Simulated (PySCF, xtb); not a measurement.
Ga(F)2(NCO) (CF2GaNO), SMILES O=C=[N][Ga]([F])[F]. Other conformers were not sampled.

Harmonic wavenumbers (cm⁻¹) from GFN2-xTB (xtb) at its own minimum, in rising order: 51, 54, 125, 137, 156, 394, 483, 510, 513, 543, 1445, 2462.

What does TPSSh-D3(BJ)/def2-SVP run with PySCF give at its own minimum? (Estimate from the structure and the level; the computed values follow.)

37, 56, 184, 190, 192, 489, 609, 611, 709, 757, 1474, 2407. Paired by order, the mean absolute difference is 82 cm⁻¹ and the zero-point energies are 9.8 and 11.0 kcal/mol.
